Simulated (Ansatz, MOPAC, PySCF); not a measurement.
Dimer: germylsilane (SMILES [SiH3][GeH3]) (first 8 atoms) with CH4 (SMILES C); geometry from B3LYP-D3(BJ)/def2-TZVP.
(charge 0, multiplicity 1):
```xyz
13

Si     0.66080     1.33791     0.64120
Ge    -0.36328    -0.80312     0.37042
H      0.10282     2.03573     1.82168
H      0.41365     2.16510    -0.56402
H      2.12382     1.18202     0.82137
H      0.11556    -1.79325     1.44608
H     -0.01901    -1.39425    -1.00953
H     -1.89586    -0.69020     0.47133
C      0.06236     0.04414     4.35266
H      0.01567    -0.49466     5.29806
H      0.17688     1.10986     4.54446
H      0.91230    -0.31489     3.77410
H     -0.85602    -0.12684     3.79270
```

Counterpoise-corrected where a basis set is named; no monomer relaxation.

The state that PM3 reach isn't checked.

Programs: Ansatz (a first-principles code); MOPAC for PM3 (differences of heats of formation); PySCF for the dispersion terms. 

Problem. One of these levels gives -0.42 kcal/mol for the interaction energy. Which?
A) PBE0/def2-TZVPPD
B) BLYP-D4/def2-TZVPPD
C) r2SCAN/def2-TZVPPD
D) PM3

Solution. C, r2SCAN/def2-TZVPPD. The others give 0.51 (PM3), -0.88 (BLYP-D4/def2-TZVPPD), 0.05 (PBE0/def2-TZVPPD)
